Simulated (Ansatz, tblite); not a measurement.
Forces on the cluster Pt3 at its PBE-D4/def2-TZVP geometry. The state is a singlet with charge 0.

In the def2 sets Pt takes a core potential; there is no spin–orbit coupling. The xTB rows come from tblite. At PBE0-D4/def2-TZVP the restricted singlet is unstable: a solution with broken spin symmetry lies lower. The structure comes from a short search, and lower isomers may exist.

GFN1-xTB (tblite), largest force 3.60 eV/Å:

```xyz
3
positions Å, forces eV/Å
Pt   -0.542    1.061   -0.786    1.369   -2.679    1.985
Pt   -0.553   -1.313   -0.094    1.396    3.314    0.238
Pt    1.095    0.252    0.881   -2.765   -0.636   -2.223
```

GFN2-xTB (tblite), largest force 0.53 eV/Å:

```
Pt -0.200 0.391 -0.290
Pt -0.204 -0.484 -0.035
Pt 0.404 0.093 0.325
```

PBE0-D4/def2-TZVP (Ansatz), largest force 0.39 eV/Å:

```
Pt 0.149 -0.292 0.217
Pt 0.152 0.362 0.026
Pt -0.302 -0.069 -0.243
```
